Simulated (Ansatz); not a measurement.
Consider the redistribution: `FB1NCO1` + `[F][SnH]([Cl])[Cl]` → `B1NCO1` + `[F][Sn]([F])([Cl])[Cl]`.

Program: Ansatz. Geometries: PBE0-D4/def2-TZVP. ΔE: electronic, gas phase. CBS: MP2 limit from def2 TZ/QZ plus the TZ coupled-cluster correction, frozen cores. Functionals use def2-TZVPP. def2 core potentials past Kr. For Sn outer-core shells are correlated without core-valence functions, which leaves a few kJ/mol of doubt a bond.

| level | ΔE (eV) |
| --- | --- |
| LDA (SPW92) | 1.16 |
| r2SCAN0-D4 | 1.10 |
| BHLYP-D4 | 1.09 |
| BLYP | 0.94 |
| PBE0 | 1.07 |
| r2SCANh | 1.06 |
| CCSD(T)/def2-SVP | 1.19 |
| MP2/def2-TZVPP | 1.03 |

(1) What does CCSD(T)/CBS give? (Estimate.)

Largest T1 diagnostic among the species: 0.014.

Answers

(1) The calculation gave: +0.96 eV. The listed levels differ from it by 0.20, 0.14, 0.13, -0.02, 0.11, 0.10, 0.23, 0.07 eV.

At CCSD(T), def2-SVP lies +0.23 eV from the extrapolated value and def2-TZVPP +0.09 eV. From r2SCAN to r2SCAN0 (25 % exact exchange), in def2-TZVPP and without D4, ΔE moves by +0.09 eV. Leaving LDA and LC-ωPBE aside and taking each functional with its dispersion term where it has one, the values, not all of them listed here, spread over 0.18 eV, from BLYP-D4 to r2SCAN0-D4. LDA lies +0.18 eV from PBE without D4.
